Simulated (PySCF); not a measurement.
**Correlation energy of Sb (antimony, neutral)**

[Kr] 4d10 5s2 5p3, high-spin 4S determinant. All numbers are calculated (PySCF 2.14, a scalar-relativistic core potential, in def2-SVP with the def2 core potential (28 electrons) (4s4p2d, 26 functions)). Frozen: 4s2 4p6 4d10; 5 electrons correlated.

MP2 pair energies summed by pair of shells (mhartree):

| pair | energy | share (%) |
| --- | --- | --- |
| 5s-5p | -29.71 | 64.7 |
| 5p-5p | -10.32 | 22.5 |
| 5s-5s | -5.86 | 12.8 |

Total MP2 correlation energy: -45.89 mhartree.

Same-spin part -12.47 and opposite-spin part -33.42 mhartree; SCS-MP2 scales them by 1/3 and 6/5 to -44.26 mhartree.

```
  level  correlation energy (mhartree)
   CCSD                         -58.73
    (T)                          -0.60
CCSD(T)                         -59.33
```

Diagnostics: T1 = 0.0031, D1 = 0.0082, largest double amplitude 0.060.

Cost of the coupled-cluster step: 0.19 s of wall time on 1 thread of Neoverse-N1 (shared host), for 5 correlated electrons.

Iterations:

```
CC2 = 0
CCSD nocc = (np.int64(4), np.int64(1)), nmo = (17, 17)
frozen orbitals [[0, 1, 2, 3, 4, 5, 6, 7, 8], [0, 1, 2, 3, 4, 5, 6, 7, 8]]
max_cycle = 100
direct = 0
conv_tol = 1e-08
conv_tol_normt = 1e-06
diis_space = 8
diis_start_cycle = 0
Init t2, MP2 energy = -0.04589292252553
Init E_corr(UCCSD) = -0.04589292256862
cycle = 1  E_corr(UCCSD) = -0.0558040867575695  dE = -0.00991116419  norm(t1,t2) = 0.040171
cycle = 2  E_corr(UCCSD) = -0.0579696205599191  dE = -0.0021655338  norm(t1,t2) = 0.010934
cycle = 3  E_corr(UCCSD) = -0.0587412640445478  dE = -0.000771643485  norm(t1,t2) = 0.00357127
cycle = 4  E_corr(UCCSD) = -0.0587271827491972  dE = 1.40812954e-05  norm(t1,t2) = 0.000352043
cycle = 5  E_corr(UCCSD) = -0.0587276835679302  dE = -5.00818733e-07  norm(t1,t2) = 2.90134e-05
cycle = 6  E_corr(UCCSD) = -0.058727342384135  dE = 3.41183795e-07  norm(t1,t2) = 3.93802e-06
cycle = 7  E_corr(UCCSD) = -0.0587274848199283  dE = -1.42435793e-07  norm(t1,t2) = 7.29123e-07
cycle = 8  E_corr(UCCSD) = -0.0587274304321711  dE = 5.43877572e-08  norm(t1,t2) = 2.06355e-07
cycle = 9  E_corr(UCCSD) = -0.0587274376213179  dE = -7.18914674e-09  norm(t1,t2) = 5.82963e-08
UCCSD converged
E(UCCSD) = -239.3320741762423  E_corr = -0.05872743762131787
UCCSD(T) correction = -0.000604388108533471
```
